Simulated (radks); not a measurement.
The holmium ion Ho2+ inside a hard spherical wall (all orbitals vanish at R), configuration held at [Xe] 4f11 and not refilled when levels cross. Method: scalar-relativistic Kohn-Sham, LDA (Slater exchange, Perdew-Wang correlation), spin-polarised, spherical densities, point nucleus; open shells are filled with parallel spins first (spin-orbit coupling, left out, can overturn this in heavy ions); computed with a radial shooting solver on a logarithmic mesh with Libxc functionals. Eigenvalues in eV for spin up, with the zero of energy where the potential of the charges vanishes at infinity; a dash marks a level that is unbound or too diffuse for the functional's potential to be trusted. A positive occupied level is held by the wall or, in an anion where self-interaction has pushed it up, behind a barrier. The pressure on the wall is -dE/dV.

R (bohr)  E (hartree)  kinetic (hartree)    e(4d)    e(5s)    e(5p)    e(4f)  e(6s, empty)  e(5d, empty)  pressure (GPa)
free      -12607.6480          13633.227  -174.31  -65.493  -40.734  -18.546       -14.768       -13.851               0
12        -12607.6480          13633.227  -174.31  -65.493  -40.734  -18.546       -14.768       -13.851        < 0.0001
10        -12607.6480          13633.227  -174.31  -65.493  -40.734  -18.546       -14.767       -13.850        < 0.0001
8         -12607.6479          13633.227  -174.30  -65.492  -40.733  -18.545       -14.740       -13.844        0.000525
7         -12607.6479          13633.228  -174.30  -65.488  -40.730  -18.540       -14.644       -13.819         0.00498
6         -12607.6476          13633.231  -174.27  -65.469  -40.713  -18.514       -14.264       -13.714          0.0538
3.5       -12607.5160          13634.266  -171.65  -63.545  -38.740  -16.035        -0.023        -8.770            64.3
2         -12600.3744          13668.145  -135.59  -30.308    1.404   19.250        146.37        50.259           12200
